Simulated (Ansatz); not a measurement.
Cost and result for the atomization energy of `F[CH]1[SiH2][Al]1[SH]` (9 atoms, 9 bonds).

```xyz
9

F    -1.730    0.383    1.385
C    -0.759    0.494    0.420
Si    1.086    0.918    0.729
Al    0.237   -0.631   -0.829
S     0.164   -2.306   -2.215
H    -1.065    1.271   -0.317
H     1.548    2.329    0.849
H     1.632    0.126    1.868
H    -1.113   -2.584   -1.890
```

Charge 0, multiplicity 1. The structure was optimised at the PBE0-D4/def2-TZVP level. It is one conformer, not always the lowest. Program: Ansatz. All runs use 4 threads of an Arm Neoverse V1 on a shared host. Times are those of one run each, without the atoms' runs, and a repeat can differ threefold. Electronic energies, without spin–orbit coupling; frozen cores. CCSD(T)/CBS adds CCSD(T) − MP2 in def2-TZVPP to the MP2 limit, and its time is that of the two runs behind it. T1 = 0.014. B3LYP takes the VWN-RPA correlation (the form of Gaussian; ORCA's B3LYP/G).

CCSD(T)/CBS is a level of theory with its own doubt, some kJ/mol a heavy atom from the limit and from the frozen cores, so smaller differences don't rank the functionals.

| level | functions | wall time |
| --- | --- | --- |
| PBE-D4/def2-TZVPP (with forces) | 244 | 2.6 s |
| PBE0-D4/def2-TZVPP | 244 | 3.4 s |
| B3LYP-D4/def2-TZVPP (with forces) | 244 | 5 s |
| r2SCAN-D4/def2-TZVPP (with forces) | 244 | 5.5 s |
| B2PLYP/def2-TZVPP | 244 | 5.5 s |
| ωB97X-V/def2-TZVPP | 244 | 8.5 s |
| ωB97M-V/def2-TZVPP (with forces) | 244 | 13 s |
| MP2/def2-QZVPP | 444 | 19 s |
| CCSD(T)/def2-TZVPP | 244 | 110 s |
| CCSD(T)/CBS(def2) | – | 2.2 min |

(1) What atomization energy does each give, and how far from CCSD(T)/CBS? (Best estimate.)

## Answers

(1) The calculation gave: 
```tsv
level	atomization (kJ/mol)	difference from CCSD(T)/CBS	per bond
PBE-D4/def2-TZVPP (with forces)	2862.3	65.6	7.3
PBE0-D4/def2-TZVPP	2800.7	4.0	0.4
B3LYP-D4/def2-TZVPP (with forces)	2775.5	-21.2	-2.4
r2SCAN-D4/def2-TZVPP (with forces)	2826.8	30.1	3.3
B2PLYP/def2-TZVPP	2743.2	-53.5	-5.9
ωB97X-V/def2-TZVPP	2817.7	21.0	2.3
ωB97M-V/def2-TZVPP (with forces)	2807.6	10.9	1.2
MP2/def2-QZVPP	2810.7	14.0	1.6
CCSD(T)/def2-TZVPP	2705.7	-91.0	-10.1
CCSD(T)/CBS(def2)	2796.7	0.0	0.0
```

In def2-TZVPP, CCSD(T) changes the Hartree–Fock value by +762.7 kJ/mol (the triples alone add +57.0 kJ/mol) and MP2 by +814.1 kJ/mol; breaking electron pairs costs correlation energy, which Hartree–Fock lacks. The D4 term adds +33.4 kJ/mol with B3LYP and +17.6 kJ/mol with PBE0; it sums over pairs of atoms, weighted by their polarisabilities, and B3LYP, whose exchange is more repulsive, gets the larger term. From PBE to PBE0 (25 % exact exchange), in def2-TZVPP and without D4, the atomization energy moves by −58.6 kJ/mol: exact exchange takes away binding that semilocal exchange gives to molecules.
